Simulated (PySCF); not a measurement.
NiO3, SMILES [O]1[Ni](=[O])[O]1, multiplicity 1.

Geometry optimised at B3LYP-D3(BJ)/def2-SVP. The spin state was assumed, not searched.

Calculation: HF/def2-TZVPD run with PySCF.

Symmetry labels are those of the subgroup Cs that the program uses (full group Cs).

Computed valence orbital energies around the gap with their symmetry:
```tsv
orbital	symmetry	energy (eV)
HOMO−7	A"	-18.81
HOMO−6	A'	-17.64
HOMO−5	A'	-17.13
HOMO−4	A'	-16.67
HOMO−3	A'	-14.98
HOMO−2	A"	-14.15
HOMO−1	A'	-12.33
HOMO	A"	-12.03
LUMO	A"	-1.35
LUMO+1	A'	-0.25
LUMO+2	A'	1.49
LUMO+3	A'	1.83
```
